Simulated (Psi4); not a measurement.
Level of theory: SAPT0/jun-cc-pVDZ, frozen core (Psi4).

Psi4 input:

```
molecule {
0 1
Si 0.00000066 -0.00000046 0.00000097
H -0.28974513 -0.98733273 -1.06425949
H -0.73414120 1.25504295 -0.27808277
H 1.45396634 0.27609978 0.03438985
H -0.43008067 -0.54380954 1.30795144
--
0 1
Cl 1.31230302 1.18485236 -2.75562361
Cl 1.19260535 1.92033016 -4.62615298
units angstrom
symmetry c1
no_reorient
no_com
}
set basis jun-cc-pvdz
set scf_type df
set freeze_core true
energy('sapt0')
```

Part of the output:

```
    SAPT Results
  --------------------------------------------------------------------------------------------------------
    Electrostatics                 -1.47081487 [mEh]      -0.92295026 [kcal/mol]      -3.86162390 [kJ/mol]
      Elst10,r                     -1.47081487 [mEh]      -0.92295026 [kcal/mol]      -3.86162390 [kJ/mol]

    Exchange                        8.02511486 [mEh]       5.03583560 [kcal/mol]      21.06993617 [kJ/mol]
      Exch10                        8.02511486 [mEh]       5.03583560 [kcal/mol]      21.06993617 [kJ/mol]
      Exch10(S^2)                   7.99263978 [mEh]       5.01545718 [kcal/mol]      20.98467285 [kJ/mol]

    Induction                      -1.43815008 [mEh]      -0.90245280 [kcal/mol]      -3.77586252 [kJ/mol]
      Ind20,r                      -4.34930558 [mEh]      -2.72923046 [kcal/mol]     -11.41910024 [kJ/mol]
      Exch-Ind20,r                  3.77723253 [mEh]       2.37024920 [kcal/mol]       9.91712265 [kJ/mol]
      delta HF,r (2)               -0.86607703 [mEh]      -0.54347154 [kcal/mol]      -2.27388493 [kJ/mol]

    Dispersion                     -3.05487123 [mEh]      -1.91696064 [kcal/mol]      -8.02056330 [kJ/mol]
      Disp20                       -3.45762219 [mEh]      -2.16969068 [kcal/mol]      -9.07798580 [kJ/mol]
      Exch-Disp20                   0.40275096 [mEh]       0.25273004 [kcal/mol]       1.05742250 [kJ/mol]
      Disp20 (SS)                  -1.72881109 [mEh]      -1.08484534 [kcal/mol]      -4.53899290 [kJ/mol]
      Disp20 (OS)                  -1.72881109 [mEh]      -1.08484534 [kcal/mol]      -4.53899290 [kJ/mol]
      Exch-Disp20 (SS)              0.18474647 [mEh]       0.11593016 [kcal/mol]       0.48505179 [kJ/mol]
      Exch-Disp20 (OS)              0.21800449 [mEh]       0.13679988 [kcal/mol]       0.57237071 [kJ/mol]

  Total HF                          5.11614991 [mEh]       3.21043254 [kcal/mol]      13.43244974 [kJ/mol]
  Total SAPT0                       2.06127868 [mEh]       1.29347190 [kcal/mol]       5.41188644 [kJ/mol]
```
